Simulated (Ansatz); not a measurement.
Reaction (cleavage of the Sn–Si bond): `[F][SnH]([F])[SiH3]` + `N=C=O` → `O=C=[N][SnH]([F])[F]` + SiH₄

Isolated molecules relaxed with PBE0-D4/def2-TZVP in Ansatz; ΔE leaves out vibrations. CCSD(T)/CBS adds triple-zeta CCSD(T) − MP2 to the extrapolated MP2 energy (def2 sets, frozen cores). This one scheme is used for every species. DFT in def2-TZVPP. B3LYP here is the variant with VWN-RPA as its local correlation; programs differ in this. HSE06 is defined as in plane-wave codes. Elements past krypton have def2 core potentials. For Sn outer-core shells are correlated without core-valence functions, which leaves a few kJ/mol of doubt a bond. Each species was taken in one conformer, which may not be the lowest.

```tsv
level	ΔE (kJ/mol)	difference from CCSD(T)/CBS
LDA (SPW92)	14.8	28.2
PBE-D4	9.6	23.0
revPBE-D4	3.9	17.3
BLYP-D4	-0.2	13.2
r2SCAN-D4	-3.4	10.0
B97M-V	-11.6	1.8
PBE0-D4	2.1	15.5
r2SCANh-D4	-4.4	9.0
HSE06-D4	2.2	15.6
BHLYP-D4	-13.5	-0.1
CAM-B3LYP-D4	-10.8	2.6
B2PLYP	-12.5	0.9
PBE-QIDH	-11.8	1.6
PBE	10.4	23.8
revPBE	9.0	22.4
BLYP	2.0	15.4
r2SCAN	-3.1	10.3
PBE0	2.7	16.1
B3LYP	-3.3	10.1
r2SCANh	-4.2	9.2
r2SCAN0	-5.8	7.6
HSE06	2.6	16.0
BHLYP	-14.3	-0.9
CAM-B3LYP	-10.3	3.1
LC-ωPBE	-8.4	5.0
RPA@PBE/def2-TZVPP	-20.8	-7.4
HF/def2-SVP	-24.9	-11.5
MP2/def2-SVP	-28.5	-15.1
CCSD/def2-SVP	-20.8	-7.4
CCSD(T)/def2-SVP	-20.2	-6.8
HF/def2-TZVPP	-34.6	-21.2
MP2/def2-TZVPP	-22.1	-8.7
SCS-MP2/def2-TZVPP	-25.8	-12.4
CCSD/def2-TZVPP	-19.6	-6.2
CCSD(T)/def2-TZVPP	-19.1	-5.7
HF/def2-QZVPP	-36.0	-22.6
MP2/def2-QZVPP	-19.3	-5.9
SCS-MP2/def2-QZVPP	-23.2	-9.8
MP2/CBS(def2)	-16.4	-3.0
CCSD/CBS(def2)	-13.9	-0.5
CCSD(T)/CBS	-13.4	0
```

Largest T1 diagnostic among the species: 0.018.

From PBE to PBE0 (25 % exact exchange), in def2-TZVPP and without D4, ΔE moves by −7.7 kJ/mol. Leaving LDA and LC-ωPBE aside and taking each functional with its dispersion term where it has one, the values spread over 23.1 kJ/mol, from BHLYP-D4 to PBE-D4. LDA lies +4.4 kJ/mol from PBE without D4. In def2-TZVPP, CCSD(T) changes the Hartree–Fock value by +15.5 kJ/mol (the triples alone add +0.5 kJ/mol) and MP2 by +12.5 kJ/mol.
